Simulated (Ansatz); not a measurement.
Saddle point of GeH6O, singlet (GeH₄O ([OH][GeH3]) + H₂ → GeH₄ + H₂O; bonds formed: Ge1–H7, O2–H6; bonds broken: Ge1–O2, H6–H7), PBE0-D4/def2-TZVP structure:

Ge1  (-0.444, 0.415, -0.426)
O2  (0.669, -1.131, 0.248)
H3  (0.045, 1.869, -0.313)
H4  (-1.952, 0.205, -0.263)
H5  (-0.069, -0.039, -1.868)
H6  (0.398, -0.497, 1.173)
H7  (-0.243, 0.335, 1.473)
H8  (1.595, -1.157, -0.024)
(Å)

Energies are electronic, without zero-point energy. Barriers and step energies count from the start structure reached by relaxing down the imaginary mode; all methods use the PBE0-D4 structures, on which another method's saddle can fall below an end. Ansatz 0.2.0; basis: def2-TZVPP, with def2-QZVPP for the basis limit; cores frozen in the correlated methods. Filled d shells of the heavier atoms are correlated. The def2 sets are not built for correlating such inner shells, so the correlated values are less sure here. B3LYP uses VWN-RPA correlation. Extrapolation: Hartree–Fock as exp(−7.88 √X), correlation as X^−2.97.

```json
{"method": "SPW92", "barrier (eV)": "?", "step energy (eV)": "-0.167"}
{"method": "PBE-D4", "barrier (eV)": "1.721", "step energy (eV)": "-0.082"}
{"method": "BLYP-D4", "barrier (eV)": "1.917", "step energy (eV)": "-0.008"}
{"method": "r2SCAN-D4", "barrier (eV)": "1.898", "step energy (eV)": "-0.047"}
{"method": "B97M-V", "barrier (eV)": "?", "step energy (eV)": "-0.099"}
{"method": "PBE0-D4", "barrier (eV)": "1.884", "step energy (eV)": "-0.118"}
{"method": "B3LYP-D4", "barrier (eV)": "2.026", "step energy (eV)": "-0.050"}
{"method": "r2SCAN0-D4", "barrier (eV)": "1.997", "step energy (eV)": "-0.089"}
{"method": "BHLYP-D4", "barrier (eV)": "2.214", "step energy (eV)": "-0.075"}
{"method": "CAM-B3LYP-D4", "barrier (eV)": "2.063", "step energy (eV)": "-0.066"}
{"method": "wB97X-V", "barrier (eV)": "2.091", "step energy (eV)": "-0.055"}
{"method": "wB97M-V", "barrier (eV)": "?", "step energy (eV)": "-0.080"}
{"method": "B2PLYP", "barrier (eV)": "2.116", "step energy (eV)": "-0.029"}
{"method": "PBE-QIDH", "barrier (eV)": "2.058", "step energy (eV)": "-0.079"}
{"method": "RPA on PBE", "barrier (eV)": "2.127", "step energy (eV)": "-0.040"}
{"method": "HF", "barrier (eV)": "2.688", "step energy (eV)": "-0.079"}
{"method": "MP2", "barrier (eV)": "2.151", "step energy (eV)": "0.002"}
{"method": "CCSD", "barrier (eV)": "2.215", "step energy (eV)": "-0.084"}
{"method": "CCSD(T)", "barrier (eV)": "2.130", "step energy (eV)": "-0.059"}
```

(1) Fill in the withheld barriers. (Judge from chemistry; the value comes from the calculation.)

T1 diagnostic: at most 0.014.

Results:

(1) By the calculation: SPW92 1.358; B97M-V 1.939; wB97M-V 2.032 eV. Each is the energy of the saddle less that of the start structure, by the same method.

For comparison, the barrier by CCSD(T) at an estimated basis limit (MP2 extrapolated from triple and quadruple zeta, plus CCSD(T) − MP2 in triple zeta) is 2.164 eV.

Labels in which every atom is bracketed show which atoms are joined, not bond orders.

For scale, one of the runs: CCSD(T)/def2-TZVPP, 163 basis functions, launched by `ansatz run in.yaml --threads 2 --pin off --events-out ev --progress --plain --max-ram 4352MiB`. Hardware: 2 CPU threads of an Arm Neoverse V2, shared host. Wall time 35 s; peak host memory 1.3 GiB.
